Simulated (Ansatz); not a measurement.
Level of theory: PBE0-D3(BJ)/def2-TZVP (Ansatz, a program for electronic structure). No frequencies were computed at this level.

Ansatz 0.2 input:
```yaml
crystal:
  periodic: [false, false, false]
  atoms:
    - { symbol: B, position_ang: [2.275876, -0.138485, -0.255991] }
    - { symbol: C, position_ang: [0.949997, -0.05441, 0.026704] }
    - { symbol: B, position_ang: [-0.38985, 0.025884, 0.339719] }
    - { symbol: N, position_ang: [-1.722137, 0.105786, 0.663526] }
    - { symbol: H, position_ang: [3.400975, -0.214571, -0.475957] }
    - { symbol: H, position_ang: [-2.157295, 0.944788, 1.005274] }
    - { symbol: H, position_ang: [-2.357561, -0.668988, 0.585205] }
basis:
  gaussian: { orbitals: def2-tzvp }
hamiltonian:
  xc: pbe0
  dispersion: d3bj
relax:
  max_steps: 150
```

Output:

```
Functional definition: PBE0
805 factors; their error is unknown
mean field evaluation 1: about -3911.6773 eV, gradient 7.4e1 eV
mean field evaluation 2: about -3899.0419 eV, gradient 9.3e1 eV
mean field evaluation 4: about -3922.9909 eV, gradient 1.2e1 eV
mean field evaluation 8: about -3923.4292 eV, gradient 1.5e-1 eV
mean field evaluation 16: about -3923.4360 eV, gradient 2.6e-5 eV
mean field -3923.43600909 eV, -144.1836139337 hartree, gradient 2.6e-5 eV, S^2 0.000000; 0 other end points of the search recorded, 0 dependent functions left out
reference -3923.43604025 eV, -144.1836150789 hartree; 13, 13 occupied and 129, 129 virtual orbitals, 805 factors
relax step   1: F+E_penalty+E_count = -3923.53398614 eV  Δ(F+E_penalty+E_count) = +0.000e0 eV  max|allowed force component| = 1.386e0 eV/Å  Δτ_max = 0.0000 Å  (28 SCF iters, accepted)
these checks for a lower state are left out or cut short: starts, cluster_reference, orbital_swaps, neighbouring_geometries, increment
805 factors; their error is unknown
mean field -3923.45108991 eV, -144.1841681437 hartree, gradient 1.3e-5 eV, S^2 0.000000; 0 other end points of the search recorded, 0 dependent functions left out
reference -3923.45112107 eV, -144.1841692888 hartree; 13, 13 occupied and 129, 129 virtual orbitals, 805 factors
relax step   2: F+E_penalty+E_count = -3923.54928274 eV  Δ(F+E_penalty+E_count) = -1.530e-2 eV  max|allowed force component| = 2.835e-1 eV/Å  Δτ_max = 0.0154 Å  (34 SCF iters, accepted)
these checks for a lower state are left out or cut short: starts, cluster_reference, orbital_swaps, neighbouring_geometries, increment
805 factors; their error is unknown
mean field -3923.45188743 eV, -144.1841974517 hartree, gradient 1.3e-5 eV, S^2 0.000000; 0 other end points of the search recorded, 0 dependent functions left out
reference -3923.45191858 eV, -144.1841985966 hartree; 13, 13 occupied and 129, 129 virtual orbitals, 805 factors
relax step   3: F+E_penalty+E_count = -3923.55013488 eV  Δ(F+E_penalty+E_count) = -8.521e-4 eV  max|allowed force component| = 8.110e-2 eV/Å  Δτ_max = 0.0220 Å  (33 SCF iters, accepted)
these checks for a lower state are left out or cut short: starts, cluster_reference, orbital_swaps, neighbouring_geometries, increment
805 factors; their error is unknown
mean field evaluation 32: about -3923.4419 eV, gradient 1.0e0 eV
mean field -3923.45179586 eV, -144.1841940866 hartree, gradient 1.3e-5 eV, S^2 0.000000; 0 other end points of the search recorded, 0 dependent functions left out
reference -3923.45182697 eV, -144.1841952302 hartree; 13, 13 occupied and 129, 129 virtual orbitals, 805 factors
relax step   4: F+E_penalty+E_count = -3923.55007388 eV  Δ(F+E_penalty+E_count) = +6.100e-5 eV  max|allowed force component| = 2.282e-1 eV/Å  Δτ_max = 0.0109 Å  (34 SCF iters, rejected (line search))
these checks for a lower state are left out or cut short: starts, cluster_reference, orbital_swaps, neighbouring_geometries, increment
805 factors; their error is unknown
mean field -3923.45222308 eV, -144.1842097868 hartree, gradient 1.2e-5 eV, S^2 0.000000; 0 other end points of the search recorded, 0 dependent functions left out
reference -3923.45225423 eV, -144.1842109314 hartree; 13, 13 occupied and 129, 129 virtual orbitals, 805 factors
relax step   5: F+E_penalty+E_count = -3923.55047476 eV  Δ(F+E_penalty+E_count) = -3.399e-4 eV  max|allowed force component| = 1.237e-2 eV/Å  Δτ_max = 0.0053 Å  (34 SCF iters, accepted)
these checks for a lower state are left out or cut short: starts, cluster_reference, orbital_swaps, neighbouring_geometries, increment
805 factors; their error is unknown
mean field -3923.45246296 eV, -144.1842186022 hartree, gradient 1.2e-5 eV, S^2 0.000000; 0 other end points of the search recorded, 0 dependent functions left out
reference -3923.45249411 eV, -144.1842197469 hartree; 13, 13 occupied and 129, 129 virtual orbitals, 805 factors
relax step   6: F+E_penalty+E_count = -3923.55071543 eV  Δ(F+E_penalty+E_count) = -2.407e-4 eV  max|allowed force component| = 2.196e-3 eV/Å  Δτ_max = 0.0137 Å  (33 SCF iters, accepted)
805 factors; their error is unknown
mean field evaluation 64: about -3923.4524 eV, gradient 2.4e-1 eV
mean field -3923.45246296 eV, -144.1842186022 hartree, gradient 4.4e-5 eV, S^2 0.000000; 1 other end points of the search recorded, 0 dependent functions left out
reference -3923.45249411 eV, -144.1842197468 hartree; 13, 13 occupied and 129, 129 virtual orbitals, 805 factors
Total energy: -3923.55074657 eV, -144.1878304584 hartree
Atom 0 at     2.257975    -0.139649    -0.244070 Å, force     0.001158    -0.000171    -0.000166 eV/Å
Atom 1 at     0.946308    -0.057564     0.048358 Å, force    -0.002196    -0.000128     0.001868 eV/Å
Atom 2 at    -0.386889     0.024580     0.353803 Å, force     0.001583     0.000007     0.001008 eV/Å
Atom 3 at    -1.720359     0.106742     0.660067 Å, force    -0.000235    -0.000490     0.000676 eV/Å
Atom 4 at     3.402183    -0.211270    -0.498894 Å, force     0.000516     0.000221    -0.001473 eV/Å
Atom 5 at    -2.150886     0.950871     0.996460 Å, force    -0.000354     0.000421    -0.000929 eV/Å
Atom 6 at    -2.348327    -0.673706     0.572755 Å, force    -0.000472     0.000140    -0.000984 eV/Å
Dipole moment:    -0.651440     0.039428     0.152661 e Å
```

Cost: very roughly 21 core-seconds.
